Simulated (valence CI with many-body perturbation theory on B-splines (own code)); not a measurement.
## Pr⁹⁺: what each term of the Hamiltonian does

Computed by valence CI with perturbative core correlation (CI+MBPT): four valence electrons over a frozen Dirac-Fock core [Kr] 4d10, a basis of 8 s, 8 p, 9 d, 9 f, 6 g, 3 h, 2 i functions for each j, with the one-electron correlation potential Σ1 (screened to all orders), the two-electron term Σ2, the three-electron term Σ3, Breit, model QED; selected single and double excitations, second order for the rest, scaled by the run's own slope (own B-spline code, finite nucleus).

No measured spectrum was set against this ion. As an estimate, terms of the open shell hold to a few per cent of their energy, and close levels can change places; configurations with another count of f electrons can be misplaced by thousands of cm⁻¹. Core correlation moves these levels by up to 49000 cm⁻¹, and in measured spectra 5 to 20 % of such shifts remained as error; rates that hang on mixing are uncertain with them.

Each rung adds one term. CI alone is the Dirac-Coulomb CI over the frozen core; QED comes last and gives the full result, which names the levels. Energies are above (5s^2 5p1/2^2) J=0 on the same rung, in eV. A blank means that the level has no clear partner on that rung.

Levels are named by their leading jj configuration (3d3/2^4 stands for four electrons in 3d with j = 3/2), which in mixed levels can hold well under half, so a name can repeat and another be missing.

| Level | CI alone | + Σ1 | + Σ2 | + Σ3 | + Breit | Full |
| --- | --- | --- | --- | --- | --- | --- |
| (4f5/2 5s^2 5p1/2) J=3 | 5.705 | 4.836 | 3.088 | 3.076 | 2.870 | 2.850 |
| (4f5/2 5s^2 5p1/2) J=2 |  |  | 3.294 | 3.322 | 3.145 | 3.131 |
| (4f7/2 5s^2 5p1/2) J=3 | 6.320 | 5.491 | 3.746 | 3.747 | 3.510 | 3.493 |
| (5s^2 5p1/2 5p3/2) J=1 | 3.402 | 3.513 | 3.579 | 3.583 | 3.530 | 3.537 |
| (4f7/2 5s^2 5p1/2) J=4 | 6.562 | 5.735 | 4.032 | 3.999 | 3.757 | 3.740 |
| (5s^2 5p1/2 5p3/2) J=2 |  |  | 4.625 | 4.631 | 4.534 | 4.536 |
| (4f5/2 5s^2 5p3/2) J=3 | 9.678 | 8.924 | 7.261 | 7.280 | 7.019 | 7.007 |
| (4f7/2 5s^2 5p3/2) J=4 | 10.113 | 9.385 | 7.738 | 7.737 | 7.457 | 7.446 |
| (4f5/2 5s^2 5p3/2) J=2 |  |  | 8.005 | 8.014 | 7.801 | 7.795 |
| (4f7/2 5s^2 5p3/2) J=5 | 10.753 | 10.054 | 8.401 | 8.343 | 8.050 | 8.039 |
| (4f7/2 5s^2 5p3/2) J=3 | 10.791 | 10.076 | 8.366 | 8.342 | 8.055 | 8.044 |
| (5s^2 5p3/2^2) J=2 |  |  | 8.638 | 8.618 | 8.409 | 8.409 |
| (4f5/2 5s^2 5p3/2) J=1 | 11.302 | 10.557 | 8.796 | 8.732 | 8.474 | 8.461 |
| (4f5/2 5s^2 5p3/2) J=4 | 11.551 | 10.807 | 9.162 | 9.084 | 8.805 | 8.792 |
| (4f5/2^2 5s^2) J=4 | 15.824 | 14.157 | 9.859 | 9.898 | 9.501 | 9.465 |
| (4f5/2 4f7/2 5s^2) J=5 | 16.087 | 14.456 | 10.177 | 10.217 | 9.791 | 9.756 |
| (4f7/2^2 5s^2) J=6 | 16.362 | 14.768 | 10.515 | 10.554 | 10.098 | 10.064 |
| (4f5/2^2 5s^2) J=2 |  |  | 10.614 | 10.532 | 10.261 | 10.240 |
| (4f7/2 5s^2 5p3/2) J=2 |  |  | 10.712 | 10.716 | 10.344 | 10.323 |

Task: How does the ionisation energy move along the ladder, and which term matters most?

Result: CI alone 145.57, + Σ1 147.27, + Σ2 146.79, + Σ3 146.74, + Breit 146.63, + QED 146.64 eV. The largest step is Σ1, 1.70 eV. NIST lists 148 ± 7 eV (theoretical).
